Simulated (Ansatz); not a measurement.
C2H7BFNO, SMILES `NBOCCF`, relaxed with RKS PBE0-D4/def2-TZVP in Ansatz from a PBE-D4/def2-SVP geometry. The force threshold is 0.005 eV/Å; the program also tests the step.

Charge 0, multiplicity 1.

Start:

```xyz
13

N    -2.000   -1.511   -0.588
B    -0.801   -0.796   -0.767
O     0.101   -0.749    0.277
C     1.226    0.100    0.213
C     0.941    1.438    0.867
F    -0.018    2.133    0.146
H    -2.695   -1.610   -1.324
H    -2.247   -1.959    0.294
H    -0.558   -0.263   -1.838
H     1.542    0.270   -0.842
H     2.072   -0.384    0.750
H     1.874    2.046    0.911
H     0.563    1.284    1.902
```

(1) How much energy does the relaxation release, and in how many steps? (Estimate.)

(2) Which bonds change most? (Best estimate.)

(3) Give the relaxed structure. (Estimate.)

Results:

(1) Computed: 5.21 kJ/mol, in 12 steps, 2 of them rejected.

(2) Ansatz gave: B2–H9 from 1.220 to 1.200 Å; C5–H13 from 1.113 to 1.094 Å; C5–H12 from 1.114 to 1.095 Å; C4–H10 from 1.115 to 1.096 Å.

(3) Computed: 
```xyz
13

N    -1.993   -1.551   -0.603
B    -0.811   -0.827   -0.779
O     0.019   -0.653    0.295
C     1.171    0.141    0.197
C     0.988    1.455    0.903
F     0.074    2.241    0.227
H    -2.638   -1.719   -1.351
H    -2.273   -1.928    0.286
H    -0.523   -0.385   -1.857
H     1.435    0.324   -0.851
H     2.004   -0.391    0.672
H     1.938    1.997    0.945
H     0.609    1.298    1.917
```
